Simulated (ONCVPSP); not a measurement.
**chlorine, ONCV: configuration errors across variants**

chlorine (Cl), optimised norm-conserving Vanderbilt (ONCV), made with ONCVPSP 4.0.1 (PBE, non-relativistic). Core [Ne], reference 3s2 3p5. Waves: 3s: rc 1.35 bohr, ncon 3, nbas 7, qcut 4.7 1/bohr, 3 projectors, debl 2.8 Ha; 3p: rc 1.15 bohr, ncon 5, nbas 8, qcut 8.5 1/bohr, 2 projectors, debl 1 Ha. Local part: polynomial inside 0.75 bohr (lpopt 3, dvloc0 0 Ha). Core correction: none.

All-electron excitation energies from the reference (eV): (1) 3s2 3p4 13.890; (2) 3s2 3p3 39.349; (3) 3s2 3p2 77.662; (4) 3s1 3p6 11.973.

A true bound ghost makes a file unfit for plane-wave use even where its test errors are small: the radial tests pick states by their node count and pass the ghost by.

Errors AE − PS in meV (a dash: test not solved or not reliable):

```csv
change,(1),(2),(3),(4),bound ghosts,GHOST(+) flags above zero
base,+0.7,+8.2,+39,+1.0,p,s
p: debl 0.35,+0.8,+8.3,+39,+0.9,p,"s, p"
p: debl 0.8,+0.7,+8.2,+39,+1.0,p,s
p: debl 1.35,+0.7,+8.2,+39,+1.1,p,s
p: debl 2,+0.7,+8.0,+39,+1.1,p,s
p: debl 3,+0.6,+7.6,+38,+1.1,p,s
p: debl 4.35,+0.4,+6.5,+35,+1.0,p,s
```

Give the same row for: p: debl 0.45.

+0.7, +8.3, +39, +1.0; bound ghosts: p; GHOST(+) flags above zero: s, p.
